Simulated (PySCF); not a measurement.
CdI, neutral, multiplicity 2. Atoms are numbered in the order given.

```xyz
2

Cd     0.0000     0.0000    -1.4462
I      0.0000     0.0000     1.3098
```
Charge 0, spin multiplicity 2.

Coordinates come from a B3LYP-D3(BJ)/def2-TZVP optimisation. The multiplicity is an assumed one; other spin states were not compared. The def2 effective core potentials stand for the cores of Cd, I; spin–orbit coupling is left out.

Level of theory: B3LYP/def2-TZVPD (PySCF).

Mulliken values depend strongly on the basis, most of all with diffuse functions as here. ESP charges are fitted to the potential on shells at 1.4 to 2.0 van der Waals radii. Atomic charges (e):

```tsv
atom	Mulliken	ESP fit	Mulliken spin
Cd1	0.28	(withheld)	0.68
I2	-0.28	(withheld)	0.32
```

**Question.** Complete the blanks. (Estimate from the structure and the level; the computed values follow.)

**Answer.** 
- Cd1, ESP fit: 0.29
- I2, ESP fit: -0.29
